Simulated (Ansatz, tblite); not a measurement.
Isomers of Si$_{2}$O$_{2}$⁺ (doublet), found by a short tight-binding search and relaxed with PBE0-D4/def2-TZVP in Ansatz.

The xTB rows come from tblite. B3LYP takes the VWN-RPA correlation.

Run but left out: HF/def2-TZVPP, MP2/def2-TZVPP, CCSD/def2-TZVPP, CCSD(T)/def2-TZVPP (flagged by the program: other roots).

Other spin states were run for one of them alone.

A:

```xyz
4

Si   -0.052   -1.176   -0.197
Si    0.052    1.176    0.197
O    -1.037   -0.047    0.553
O     1.037    0.047   -0.553
```

B:

```
atom   x (Å)   y (Å)   z (Å)
 Si1  -1.537  -1.309  -0.853
 Si2   1.034   0.518   0.050
  O3  -0.254  -0.486  -0.531
  O4   0.757   1.277   1.334
```

Problem. Estimate their order by electronic energy at PBE0-D4/def2-TZVP, counted from the lowest.

Solution. A (0.0) < B (29.5), in kcal/mol.

Problem. Do the other levels pick the same lowest one?

Solution. Not GFN1-xTB, GFN2-xTB. Energies above each level's lowest (kcal/mol):

```
              level     A     B
           GFN1-xTB  13.4   0.0
           GFN2-xTB  22.0   0.0
   PBE-D4/def2-TZVP   0.0  27.7
  BLYP-D4/def2-TZVP   0.0  22.1
r2SCAN-D4/def2-TZVP   0.0  28.8
 B3LYP-D4/def2-TZVP   0.0  24.6
  PBE0-D4/def2-TZVP   0.0  29.5
```
Point groups (tolerance 0.1 Å): A D2h, B Cs. Lower isomers may exist.
